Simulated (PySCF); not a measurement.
C2H5O2, SMILES C(O)C[O], multiplicity 2. The structure is a stationary point at PBE-D3(BJ)/def2-SVP. The isomer is the one that the SMILES or the coordinates give; other isomers of the formula were not compared. Other conformers were not sampled.

Level of theory: PBE-D3(BJ)/def2-SVP in PySCF.

Harmonic wavenumbers (cm⁻¹): 173, 292, 359, 481, 670, 765, 895, 1039, 1129, 1169, 1211, 1250, 1305, 1345, 1423, 1469, 2751, 2789, 2917, 3064, 3689. Rotational constants (GHz): 17.68, 5.156, 4.578; symmetry number 1.

Work out the zero-point energy and the ideal-gas rigid-rotor harmonic-oscillator thermochemistry at 298.15 K and 1 atm.

ZPE = ½ Σ hcν = ½ × 30187 cm⁻¹ = 43.15 kcal/mol. H − E(el) = 46.80 kcal/mol. Entropy in cal/(mol K): translation 38.25, rotation 24.16, vibration 6.76, spin 1.38, total 70.54. G − E(el) = 25.77 kcal/mol. Cp = 18.11 cal/(mol K).
